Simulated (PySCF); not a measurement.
## What binds AlI: the parts of the energy along the bond

State: ¹Σ⁺, singlet, closed shell. RHF-based CCSD(T) in PySCF 2.14 with Al cc-pV(T+d)Z, I cc-pVTZ-PP with ECP28 and Al cc-pV(Q+d)Z, I cc-pVQZ-PP with ECP28 (frozen core orbitals: 14; scalar-relativistic core potentials). Correlation energies are extrapolated as n⁻³ (n = 3, 4), Hartree–Fock as (n+1)·exp(−9√n). CV is the change on freezing 5 orbitals instead, in Al cc-pwCVTZ, I cc-pwCVTZ-PP with ECP28. All energies in eV from Al + I.

| R (Å) | HF/CBS | CCSD corr. | (T) | CV | total |
| --- | --- | --- | --- | --- | --- |
| 2.2599 | -2.275 | -1.067 | -0.1370 | -0.1111 | -3.590 |
| 2.3626 | -2.622 | -1.045 | -0.1376 | -0.0879 | -3.893 |
| 2.4653 | -2.797 | -1.024 | -0.1381 | -0.0703 | -4.029 |
| 2.5680 | -2.851 | -1.004 | -0.1386 | -0.0570 | -4.050 |
| 2.6708 | -2.822 | -0.984 | -0.1389 | -0.0470 | -3.992 |
| 2.7992 | -2.709 | -0.960 | -0.1390 | -0.0381 | -3.846 |
| 2.9276 | -2.544 | -0.938 | -0.1388 | -0.0320 | -3.652 |

A fit to the total gives Re = 2.5384 Å, De = 4.053 eV, ωe = 317.8 cm⁻¹, Be = 0.1176 cm⁻¹ (masses 26.9815 and 126.9045 u).

Q: At R = 2.5680 Å the CCSD correlation energy is -0.212111 hartree in the smaller basis and -0.233088 in the larger. Extrapolate it.

A: (4³·E4 − 3³·E3)/(4³ − 3³) = -0.24840 hartree; the larger basis holds 93.8 % of it.

The T1 diagnostic is 0.014. The open-shell atoms are computed with UHF. Spin–orbit coupling, excitations beyond (T) and corrections to the Born–Oppenheimer picture are left out, and spin–orbit coupling matters for open p, d or f shells this heavy.
